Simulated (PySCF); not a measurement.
## Calculated data, BH5NOSi

Computed with PySCF 2.14.0. Calculation on a computer-drawn molecule: optimised geometry and harmonic frequencies of an isolated molecule of the commonest isotopes, restricted reference for singlets and unrestricted otherwise, frozen core in MP2.

```json
{"formula": "BH5NOSi", "start_structure": {"atoms_angstrom": [["B", -1.8777, 0.9414, -1.949], ["O", -1.2113, 0.8983, -1.0322], ["Si", -0.0653, 0.833, 0.5447], ["N", -0.1838, 2.4608, 1.0202], ["H", -2.6131, 0.9762, -2.8548], ["H", 0.9639, 0.1965, -0.1663], ["H", -1.0499, 0.0713, 1.331], ["H", 0.1213, 3.1677, 0.402], ["H", -0.1347, 2.7153, 1.9007]]}, "given": {"charge": 1, "multiplicity": 1, "method": "HF", "basis": "cc-pV(D+d)Z", "drawn_bonds_atom": [1, 2, 3, 1, 3, 3, 4, 4], "drawn_bonds_other_atom": [2, 3, 4, 5, 6, 7, 8, 9], "drawn_bonds_order": [1, 1, 1, 1, 1, 1, 1, 1]}, "results": {"optimised_atom_element": ["B", "O", "Si", "N", "H", "H", "H", "H", "H"], "optimised_atom_x [angstrom]": [-2.02, -1.29, -0.1596, -0.01414, -2.727, 1.031, -0.9487, 0.6968, -0.6182], "optimised_atom_y [angstrom]": [0.885, 0.885, 0.8844, 2.439, 0.8882, 0.3591, 0.00242, 3.078, 2.84], "optimised_atom_z [angstrom]": [-1.979, -1.016, 0.4727, 1.034, -2.91, -0.1812, 1.321, 0.7287, 1.727], "modes_frequency [cm^-1]": [110.9, 143.1, 287.1, 358.8, 417.9, 480.4, 583.0, 807.5, 851.4, 853.5, 945.7, 958.9, 961.7, 1039, 1683, 1871, 2442, 2466, 3024, 3774, 3870], "modes_reduced_mass [dalton]": [3.477, 3.105, 6.616, 1.049, 3.27, 1.611, 1.116, 1.071, 1.378, 1.384, 1.072, 1.309, 1.778, 1.794, 1.123, 5.019, 1.026, 1.06, 1.192, 1.051, 1.098], "rotational_constants [GHz]": [16.74, 3.325, 2.921], "total_energy [hartree]": -445.7127, "convergence_status_largest_gradient_component [hartree/bohr]": 1.771e-05}}
```
